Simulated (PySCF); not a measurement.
# Energy of Au²⁺ (gold, charge +2) between two integer charges

The 5d beta orbital of [Xe] 4f14 5d9 is emptied in steps (occupation f), with all orbitals relaxed, ending at [Xe] 4f14 5d8. All numbers are calculated (PySCF 2.14, scalar relativity through the core potential, in aug-cc-pVTZ-PP with ECP60MDF (6s6p5d3f2g, 88 functions)). The exact energy is a straight line in f; departures are measured from the line between the end points of the same method.

| f | UHF (eV) | LDA (eV) | PBE (eV) |
| --- | --- | --- | --- |
| 1 | 0.000 | 0.000 | 0.000 |
| 0.75 | 0.288 | -1.192 | -1.159 |
| 0.5 | 0.372 | -1.598 | -1.550 |
| 0.25 | 0.271 | -1.204 | -1.166 |
| 0 | 0.000 | 0.000 | 0.000 |

Problem. For PBE, how does the orbital energy at f = 1 compare with the removal energy?

Solution. −ε = 26.695 eV against a total-energy difference of 32.848 eV. By Janak's theorem ε = ∂E/∂f, so the gap between them reflects the curvature. Along the path −ε is 29.739 (f = 0.75), 32.830 (f = 0.5), 35.946 (f = 0.25) eV.

```
method  E(f=0) − E(f=1) (eV)  −ε at f=1 (eV)  −ε at f=0.5 (eV)
   UHF                30.836          32.426            30.790
   LDA                33.294          26.976            33.263
   PBE                32.848          26.695            32.830
```

Reference removal energy between the ground levels: 30 ± 1.6 eV (theoretical estimate listed by NIST; NIST Atomic Spectra Database, ionization energies). The calculation has no spin-orbit coupling. The determinant left behind need not be the lowest term of the ion. UHF lacks correlation.
